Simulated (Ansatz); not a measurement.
Molecule (SMILES): [Si](F)F (closed-shell singlet).
Atoms: Si1, F2, F3. Bonds: Si1-F2, Si1-F3.

Basis-set convergence of the optimised Si1-F2 bond length at B3LYP with Ansatz (an electronic-structure program). Cartesian d functions, on some or all atoms, in 6-31+G*, 6-311G**, 6-311+G**; all else is spherical. The program fits the integrals of some runs and decomposes those of others, by size. No added dispersion term, no relativity. Reference: the value in def2-QZVPPD, 1.6067 Å, itself unsure by roughly 0.0009 Å (its mean distance from pcseg-3, def2-QZVPP, cc-pV(Q+d)Z). Deviations are taken from unrounded values.

```tsv
basis	functions	optimised Si1-F2 bond length (Å)	minus reference (Å)
3-21G	31	1.6522	0.0456
pcseg-0	31	1.6658	0.0592
pcseg-1	46	1.6399	0.0333
6-31+G*	61	1.6349	0.0282
6-311G**	63	1.6240	0.0173
def2-SVPD	70	1.6492	0.0426
aug-pcseg-1	73	1.6463	0.0397
6-311+G**	75	1.6324	0.0257
aug-cc-pV(D+d)Z	78	1.6360	0.0293
cc-pV(T+d)Z	99	1.6070	0.0004
def2-TZVP	99	1.6091	0.0024
def2-TZVPD	123	1.6094	0.0028
6-311++G(3df,3pd)	125	1.6143	0.0077
jun-cc-pV(T+d)Z	126	1.6104	0.0038
aug-pcseg-2	142	1.6083	0.0016
aug-cc-pV(T+d)Z	147	1.6085	0.0018
cc-pV(Q+d)Z	174	1.6055	-0.0011
def2-QZVPP	184	1.6066	-0.0001
```
